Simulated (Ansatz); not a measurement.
Reaction (redistribution): `[F][InH][SiH3]` + `[OH][GeH]([SH])[CH2]F` → `F[CH2][InH][SiH3]` + `[OH][GeH]([F])[SH]`

Computed with Ansatz on PBE0-D4/def2-TZVP structures; ΔE is electronic, products minus reactants. CBS: MP2 limit from def2 TZ/QZ plus the TZ coupled-cluster correction, frozen cores. DFT in def2-TZVPP. def2 core potentials past Kr. For Ge, In outer-core shells are correlated without core-valence functions, which leaves a few kJ/mol of doubt a bond. Scalar relativity is left out up to krypton. Each species was taken in one conformer, which may not be the lowest.

```
                species  r2SCAN-D4 energy (Eh)
       `[F][InH][SiH3]`             -581.95022
`[OH][GeH]([SH])[CH2]F`            -2691.39274
    `F[CH2][InH][SiH3]`             -621.18756
   `[OH][GeH]([F])[SH]`            -2652.14631
```

Question: Work out ΔE.

Answer: ΔE = (-621.18756) + (-2652.14631) − (-581.95022) − (-2691.39274) = 0.00909 Eh = +5.7 kcal/mol. CCSD(T)/CBS gives +6.2 kcal/mol.

Largest T1 diagnostic among the species: 0.016.

From PBE to PBE0 (25 % exact exchange), in def2-TZVPP and without D4, ΔE moves by −0.8 kcal/mol.
